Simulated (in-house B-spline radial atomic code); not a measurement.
Computed with a B-spline radial atomic code. Model: two electrons, singlet ground state, non-relativistic, full CI in B-splines with partial waves to l = 8 (at full coupling up to 3e-4 hartree above the limit, correlation up to 0.6 % small), density held at that of full coupling by Lieb maximisation.

W(λ) is the mean repulsion in the state of coupling λ less the Hartree energy of the fixed density. Its start is exact exchange, its initial slope is twice the second-order Görling-Levy correlation energy, and its area from 0 to 1 is E_xc. A straight curve means weak, dynamic correlation, and a curve that drops fast and flattens means strong correlation.

Command:
```bash
python run_ac.py task.json out
```
Settings (lengths in bohr, energies in hartree):
```
potential              yukawa
strength               4.94
lmax                   8
second                 0.306
```

Cost of the run: 13 s on 1 thread of Intel(R) Xeon(R) Processor @ 2.30GHz, with other jobs on the host.

**W = mean repulsion less Hartree energy, and W of three functionals.**

Given: confinement screened point charge; nuclear charge 4.94; screening of the nucleus 0.306 1/bohr; external potential -Z exp(-k r)/r.

Computed: LDA exchange minus exact 401.82 millihartree; PBE exchange minus exact 50.517 millihartree.

```csv
coupling,W xc (hartree),W xc minus exchange (millihartree),kinetic minus Kohn-Sham (millihartree),LDA (PW92) W minus its exchange (millihartree),PBE W minus its exchange (millihartree),SCAN W minus its exchange (millihartree)
0,-2.8527,0,0,0,0,0
0.02,?,?,?,?,?,?
0.05,-2.8574,-4.674,0.1,-30.32,-4.67,-4.57
0.12,-2.8639,-11.155,0.7,-60.29,-11.28,-10.84
0.25,-2.8757,-23.002,2.9,-104.58,-23.58,-22.15
0.4,-2.8891,-36.374,7.2,-146.62,-37.68,-34.79
0.6,-2.9065,-53.723,15.9,-194.19,-56.18,-51.03
0.8,-2.9233,-70.546,27.6,-235.48,-74.26,-66.65
1,-2.9396,-86.866,42.3,-272.35,-91.9,-81.73
1.4,-2.9708,-118.08,79.7,-336.71,-125.78,-110.39
2,?,?,?,?,?,?
3,-3.0793,-226.6,315.2,-524.89,-244.1,-209.32
4.5,-3.1621,-309.39,623.7,-649.04,-334.77,-285.06
7,-3.2709,-418.2,1242.9,-800.35,-455.29,-386.29
10,-3.3684,-515.68,2064.2,-930.93,-565.99,-479.58
```

(1) What belongs in the row 0.02?

(2) What belongs in the row 2?

(3) What is the SCAN exchange minus exact?

**Energy parts, natural occupations and partial-wave weights.**

Computed: total energy -18.5944 hartree; correlation energy -0.044556 hartree; kinetic part of the DFT correlation energy 0.042311 hartree; initial slope twice GL2 -0.093868 hartree; Hartree energy 5.7055 hartree; Kohn-Sham kinetic 21.289 hartree; Lieb Oxford ratio E_xc over LDA exchange 1.1821.

| natural | occupation of the shell (electrons) |
| --- | --- |
| s | 1.9977 |
| p | 0.0012745 |
| s | ? |
| d | 6.6978e-05 |
| p | 4.7732e-05 |
| s | 1.9851e-05 |

(4) What belongs in the row s?

```
wave      weight
   s     0.99929
   p           ?
   d  3.7657e-05
   f  5.5113e-06
   g  1.3071e-06
```

(5) What belongs in the row p?

(6) What is the kinetic part over minus potential part?

(7) What is the exchange energy?

Results:

(1) W xc (hartree): -2.8546; W xc minus exchange (millihartree): -1.874; kinetic minus Kohn-Sham (millihartree): 0; LDA (PW92) W minus its exchange (millihartree): -14.36; PBE W minus its exchange (millihartree): -1.86; SCAN W minus its exchange (millihartree): -1.84.

(2) W xc (hartree): -3.0144; W xc minus exchange (millihartree): -161.64; kinetic minus Kohn-Sham (millihartree): 153.6; LDA (PW92) W minus its exchange (millihartree): -417.26; PBE W minus its exchange (millihartree): -173.2; SCAN W minus its exchange (millihartree): -150.15.

(3) -4.6263 millihartree.

(4) occupation of the shell (electrons): 0.00087959.

(5) weight: 0.00066356.

(6) 0.48708.

(7) -2.8527 hartree.

Half-way to full coupling W has made 52 % of its drop, against 50 % for a straight line, and second-order (GL2) theory, half the initial slope, overshoots the correlation energy by about 5 %: correlation is weak here. Over couplings 0 to 1 the errors in E_xc come to about +285 millihartree for LDA, +48 millihartree for PBE, -2.4 millihartree for SCAN, so SCAN is nearest. In LDA and PBE and SCAN the errors of exchange and correlation have opposite signs, so the sum is smaller than the larger of the two.
